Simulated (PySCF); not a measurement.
Correlation energy of Ti(3+) (titanium, charge +3)

Starting occupation: [Ar] 3d1, 3d5/2 with m_j = +5/2. Computed with PySCF 2.14 in x2c-TZVPall-2c, with X2C-1e with screened-nucleus spin-orbit coupling, Gaussian nucleus. Frozen: [Ne]; 9 electrons correlated.

MP2 pair energies summed by pair of shells (mhartree):

```tsv
pair	energy	share (%)
3p-3p	-136.26	70.4
3d-3p	-24.03	12.4
3p-3s	-22.53	11.6
3s-3s	-6.27	3.2
3d-3s	-4.43	2.3
```

Total MP2 correlation energy: -193.51 mhartree.

The GHF reference relaxed away from the jj start to a determinant that is no pure jj level (⟨S²⟩ = 0.75, ⟨J²⟩ = 8.75); the energies belong to that determinant.

This basis was not built for core-valence correlation, so the inner-shell part is incomplete.
